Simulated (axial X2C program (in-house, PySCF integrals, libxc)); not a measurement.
**MgRh with a deliberately poor setting**

Computed with an axial X2C code built on PySCF integrals.

The run was started with this input:
```json
{"zs": [45, 12], "q": 0, "bas": ["dyall-v3z", "dyall-v3z"], "levels": ["PBE0", "HF", "PBEsol", "B97-3"], "cc": false, "r0": 2.64, "npts": 10, "nst": 2, "ntry": 6, "opt": {"pick": 2}}
```
```bash
python so2c.py task.json out
```

Keys: zs atomic numbers; q charge; bas basis sets; levels methods; cc coupled cluster on or off; r0 starting distance in Å; npts points on the curve; nst determinants followed; ntry starts of the search; pick rank of the determinant followed. HF also brings MP2.

Q: One numerical setting was spoiled on purpose. Which, and what came out?

A: An excited determinant was followed. States: spin-free M_S = 1/2, Λ = 1; 2c Ω = 1/2. The apparent results, which are not to be taken for properties of MgRh:

```tsv
Hamiltonian	level	points converged	Re (Å)	ωe (cm⁻¹)	De (eV)	curve-fit residual (μEh)
spin-free	PBE0	10 of 10	2.445	276	0.85	3
spin-free	HF	10 of 10	2.578	204	-1.17	0.041
spin-free	MP2	10 of 10	2.439	281	0.88	0.33
spin-free	PBEsol	10 of 10	2.413	298	1.52	3.4
spin-free	B97-3	10 of 10	2.478	258	0.90	2.4
2c	PBE0	10 of 10	2.411	282	0.84	2.9
2c	HF	10 of 10	2.606	186	-1.17	0.046
2c	MP2	10 of 10	2.419	277	0.88	0.62
2c	PBEsol	10 of 10	2.357	317	1.59	3.1
2c	B97-3	10 of 10	2.442	265	0.86	1.3
```
